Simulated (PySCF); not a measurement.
Multinuclear NMR of C4H10O2Si

Mapped SMILES: `[CH2:1]=[CH:2][O:3][Si@@H:4]([CH3:5])[O:6][CH3:7]`. Hydrogens are named by the atom that carries them. Ha(C1) is cis to O3; Hb(C1) is trans to O3.

[PySCF 2.14.0 with density-fitted response routines: PBE0/pcSseg-1 with gauge-including orbitals; coordinates at the GFN2-xTB level; rapidly exchanging positions averaged; one computed conformer; relativity neglected; no solvent]

(1) Where does $^{29}$Si resonate?

(2) Where does $^{17}$O resonate?

Answers

(1) 
```json
{"atoms": "Si4", "environment": "silicon bonded to C, 2 O, H", "σ (ppm)": "367.1", "δ (ppm)": "-21.8"}
```

Shieldings were converted by a linear fit to measured shifts: $^{29}$Si: δ = 279.94 − 0.822σ (rms 8.9 ppm, 72 shifts, 25.8 ppm with the 6 outliers that the fit left out vs TMS, solution or neat liquid). A few per cent of atoms miss by over 2 rms, more outside the fitted compound classes.

On a 300 MHz spectrometer $^{29}$Si resonates near 59.6 MHz, so 1 ppm is 59.6 Hz.

(2) 
```
atoms             environment  σ (ppm)  δ (ppm)
   O3  oxygen bonded to C, Si    203.7     81.1
   O6  oxygen bonded to C, Si    316.9    -22.0
```

Shieldings were converted by a linear fit to measured shifts: $^{17}$O: δ = 266.70 − 0.911σ (rms 10.7 ppm, 155 shifts, 12.2 ppm with the 3 outliers that the fit left out vs liquid water, solution or neat liquid). A few per cent of atoms miss by over 2 rms, more outside the fitted compound classes.

On a 500 MHz spectrometer $^{17}$O resonates near 67.8 MHz, so 1 ppm is 67.8 Hz.
